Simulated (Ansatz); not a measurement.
Input for Ansatz (an electronic-structure program): U-revPBE/def2-TZVPP on O (SMILES [O]).

Ansatz 0.2 input:
```yaml
crystal:
  periodic: [false, false, false]
  atoms:
    - {symbol: O, position_ang: [0.00000000, 0.00000000, 0.00000000]}
basis:
  gaussian:
    orbitals: def2-TZVPP
hamiltonian:
  xc: {name: revPBE}
magnetization: {spin_polarized: true, initial_magnetization: 2}
```

Problem. Give the final energy of this run.

Solution. -75.0712 hartree.
